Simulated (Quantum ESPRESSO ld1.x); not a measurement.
Species: Mn18+. Configuration: [He] 2s2 2p3.

Calculated with ld1.x of Quantum ESPRESSO 7.5: scalar-relativistic Kohn-Sham, LDA (Slater exchange, Perdew-Wang correlation), spin-polarised, spherical densities, point nucleus; open shells are filled with parallel spins first.

Energy parts (eV):
part                     energy
total                 -24943.14
kinetic                25274.74
electron-nucleus      -52984.32
Hartree                 3524.34
exchange-correlation    -757.90

Orbitals (lengths in bohr, moments of r in powers of bohr):
| orbital | occ. | eigenvalue (eV) | <r> | <r^2> |
|---|---|---|---|---|
| 1s up | 1 | -7293.67 | 0.06086 | 0.004975 |
| 1s down | 1 | -7276.96 | 0.06074 | 0.004955 |
| 2s up | 1 | -1475.35 | 0.2627 | 0.08091 |
| 2s down | 1 | -1449.27 | 0.2647 | 0.08217 |
| 2p up | 3 | -1390.49 | 0.2273 | 0.06267 |
| 2p down | 0 | -1359.15 | 0.2296 | 0.06402 |
| 3s up | 0 | -587.690 | 0.6326 | 0.4547 |
| 3s down | 0 | -581.609 | 0.6382 | 0.4628 |
| 3p up | 0 | -561.186 | 0.6086 | 0.4268 |
| 3p down | 0 | -554.209 | 0.6155 | 0.4366 |

The highest occupied level is 2p up at -1390.5 eV. For comparison, the ionisation energy in NIST's Atomic Spectra Database is 1431 eV (semi-empirical). In exact Kohn-Sham theory the highest level is minus the ionisation energy, but local and semilocal functionals leave it too shallow, through self-interaction and a potential that decays too fast; potentials with the right tail come closer. Summed over all electrons, <r^2> = 0.3610 bohr^2, which gives a Langevin (diamagnetic) susceptibility term of -0.286 x 10^-6 cm^3/mol.
